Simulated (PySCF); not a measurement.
Gas-phase reaction: SnH4 + SnCl3 → 2 SnH2 + 3 Cl

Method: PySCF energies plus ideal-gas RRHO corrections (1 bar). † marks an energy on the PBE0/def2-TZVP geometry and frequencies; other levels use their own. Open shells (unrestricted): SnCl3 (multiplicity 2), Cl (multiplicity 2); the rest are closed-shell singlets. Spin-orbit splitting is ignored; it lowers the true energy and changes the entropy of Cl. B3LYP is the form with VWN-RPA correlation. Sn: scalar-relativistic def2 core potential, no spin-orbit coupling. SnCl3, SnH2: computed as isolated molecules; such fragments, hydroxides, amides, oligomers or adducts are transient or little studied in the gas.

```json
[
 {"level": "B3LYP/def2-TZVP†", "ΔH°(298 K), kJ": "899"},
 {"level": "HF/def2-TZVP†", "ΔH°(298 K), kJ": "___"},
 {"level": "PBE/def2-SVP", "ΔH°(298 K), kJ": "974"},
 {"level": "PBE0/def2-SVP†", "ΔH°(298 K), kJ": "___"},
 {"level": "PBE0/def2-TZVP", "ΔH°(298 K), kJ": "966"}
]
```

### Question
Fill in the missing entries.

### Answer

- HF/def2-TZVP†, ΔH°(298 K), kJ: 732
- PBE0/def2-SVP†, ΔH°(298 K), kJ: 949
